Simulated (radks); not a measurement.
Results of a calculation; reference values are marked as such.
Task: The mean radii <r> (bohr) of the occupied orbitals of an atom or ion are listed with their occupations. Level of theory: scalar-relativistic Kohn-Sham, PBEsol, spin-polarised, spherical densities, point nucleus (a radial shooting solver on a logarithmic mesh with Libxc functionals).

| orbital | occ. | <r> |
|---|---|---|
| 1s up | 1 | 0.02112 |
| 1s down | 1 | 0.02112 |
| 2s up | 1 | 0.08936 |
| 2s down | 1 | 0.08926 |
| 2p up | 3 | 0.07902 |
| 2p down | 3 | 0.07890 |
| 3s up | 1 | 0.2236 |
| 3s down | 1 | 0.2241 |
| 3p up | 3 | 0.2199 |
| 3p down | 3 | 0.2206 |
| 3d up | 5 | 0.1960 |

Name the element and its charge. Open shells, if any, are filled with parallel spins first.

Result: Z = 66, dysprosium, charge +43: Dy43+ in [Ar] 3d5. The 1s radius gives Z: for a bare nucleus <r> = (2 gamma + 1)/(2Z) with gamma = sqrt(1 - (Z/c)^2), 0.02085 bohr for Z = 66, and screening makes it slightly larger (0.02112 here). The occupations add up to 23, and the charge is Z minus that.
